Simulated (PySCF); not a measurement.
**Electron correlation in Tc(2+) (technetium, charge +2)**

[Kr] 4d4 5s1, high-spin 6D determinant (an excited configuration). Calculation: PySCF 2.14, in x2c-TZVPPall (8s6p6d2f1g, 79 functions); the spin-free X2C one-electron Hamiltonian (Gaussian nucleus). Frozen: [Ar] 3d10; 13 electrons correlated.

| level | correlation energy (mhartree) |
| --- | --- |
| CCSD | -343.85 |
| (T) | -7.81 |
| CCSD(T) | -351.66 |

Diagnostics: T1 = 0.0051, D1 = 0.0211, largest double amplitude 0.024.

Q: Is a single reference adequate?

A: Yes, within this model without spin-orbit coupling: T1 lies below 0.03 and no double amplitude reaches 0.07.

This basis was not built for core-valence correlation, so the inner-shell part is incomplete.
